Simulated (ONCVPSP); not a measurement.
# u(r) = r·R(r): atom against pseudo-atom (ruthenium)

Columns: radius, all-electron u(r) and pseudo u(r) of the 4d shell (level -12.55 eV) of ruthenium in the configuration [Ar] 3d10 4s2 4p6 4d7; PBEsol, scalar-relativistic, ONCV scheme, ONCVPSP 4.0.1.

```tsv
r (bohr)	all-electron	pseudo
0.070	-0.0828	0.0009
0.140	-0.2683	0.0075
0.210	-0.3834	0.0248
0.280	-0.3822	0.0569
0.350	-0.2909	0.1057
0.420	-0.1477	0.1706
0.490	0.0158	0.2486
0.560	0.1783	0.3352
0.630	0.3276	0.4258
0.700	0.4573	0.5157
0.770	0.5652	0.6006
0.840	0.6512	0.6754
0.910	0.7167	0.7361
0.980	0.7639	0.7801
1.050	0.7955	0.8074
1.120	0.8138	0.8209
1.190	0.8214	0.8245
1.260	0.8204	0.8211
1.330	0.8126	0.8125
1.400	0.7994	0.7993
1.470	0.7821	0.7821
1.540	0.7619	0.7618
1.610	0.7395	0.7394
1.680	0.7155	0.7155
1.750	0.6906	0.6906
1.820	0.6651	0.6651
```

How many radial nodes do the two functions have?

The all-electron 4d function has n − l − 1 = 1; the pseudo-wave has 0, since the states of the same l below it are removed with the core.

At about which radius was the pseudo-wave matched?

1.40 bohr, where the columns begin to agree (steps of 0.07 bohr).

Is the pseudo-wave norm-conserving?

Yes: the ONCV scheme keeps the norm inside the radius equal to the all-electron one, which fixes the energy derivative of the logarithmic derivative at the level.
